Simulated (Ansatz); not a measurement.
Z-matrix (Å, degrees):
```
C
B 1 1.563
O 1 1.418 2 117.5
H 1 1.096 2 111.3 3 -123.4
H 1 1.106 2 105.7 3 123.9
Si 2 1.910 1 130.4 3 22.6
Si 2 1.909 1 128.8 3 139.2
H 3 0.961 1 107.7 2 33.9
H 6 1.486 2 125.8 1 7.8
H 6 1.481 2 122.4 1 -164.8
H 7 1.487 2 124.1 1 -10.4
H 7 1.481 2 124.3 1 162.6
```

Charge 0, multiplicity 1.

(1) List the PBE0/def2-TZVPP orbital energies in eV (Ansatz 0.2.0). (Estimate.)

## Answers

(1) Ansatz gave: Occupied: -1802.84, -1802.81, -522.46, -279.13, -184.67, -145.21, -145.17, -99.92, -99.88, -99.83, -99.80, -99.80, -99.77, -28.44, -19.24, -16.78, -14.25, -14.08, -12.54, -12.14, -11.31, -10.59, -9.77, -9.32, -7.77, -7.47, -6.77. Lowest empty: -1.90, -1.21, 0.26, 0.47, 1.03, 1.28, 2.03, 2.29.
